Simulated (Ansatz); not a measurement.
Ansatz (a program for electronic structure) input (wB97X-V/def2-TZVPD):

Ansatz 0.2 input:
```yaml
crystal:
  periodic: [false, false, false]
  atoms:
    - {symbol: F, position_ang: [-1.19562153, -0.71725605, -1.11793989]}
    - {symbol: C, position_ang: [-0.81861330, -0.05862440, -0.02669810]}
    - {symbol: F, position_ang: [-1.26658812, -0.70990835, 1.04189315]}
    - {symbol: F, position_ang: [-1.36443748, 1.15312184, -0.04875482]}
    - {symbol: Br, position_ang: [1.12432869, 0.08051798, 0.03666865]}
basis:
  gaussian:
    orbitals: def2-TZVPD
hamiltonian:
  xc: {name: wB97X-V}
total_charge: 1
magnetization: {spin_polarized: true, initial_magnetization: 1}
```

End of the output:

```
1221 factors; their error is unknown
integrals: 0.25 GiB planned
272 factors; integrals over basis functions are off by at most 3.3e-5 eV
0.37 GiB of the device are held for the grids
1.99 GiB of device memory are held for the factors and their scratch space
mean field: 1.55 GiB planned
mean field evaluation 1: about -79208.2897 eV, gradient 5.3e1 eV
mean field evaluation 2: about -79203.3059 eV, gradient 6.9e1 eV
mean field evaluation 4: about -79216.3864 eV, gradient 2.6e0 eV
mean field evaluation 8: about -79216.4251 eV, gradient 1.4e-1 eV
mean field evaluation 16: about -79216.6471 eV, gradient 6.7e-4 eV
mean field evaluation 32: about -79216.6343 eV, gradient 1.5e0 eV
mean field -79216.64707842 eV, -2911.1580851601 hartree, gradient 2.0e-6 eV, S^2 0.752927; 3 other end points of the search recorded, 0 dependent functions left out
reference -79216.64707633 eV, -2911.1580850833 hartree; 34, 33 occupied and 180, 181 virtual orbitals, 1221 factors
Total energy: -79216.64707633 eV, -2911.1580850833 hartree
```

This state (charge 1, doublet) is run at the relaxed geometry of the species with charge 0 and multiplicity 1.
